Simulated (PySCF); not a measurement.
A structure optimised at B3LYP-D3(BJ)/def2-TZVP, used in a PySCF frequency run:

```xyz
6

Be     0.0000     0.0000     1.0348
I      0.0000     0.0000    -1.1377
Si     0.0000     0.0000     3.2065
H     -1.1968    -0.6910     3.7558
H      0.0000     1.3819     3.7558
H      1.1968    -0.6910     3.7558
```
Charge 0, spin multiplicity 1.

Question: Write its SMILES, formula and point group.

Answer: [SiH3][Be][I], BeH₃ISi, C3v

Question: What are its rotational constants (standard atomic weights)?

Answer: 87.512, 1.0079, 1.0079 GHz
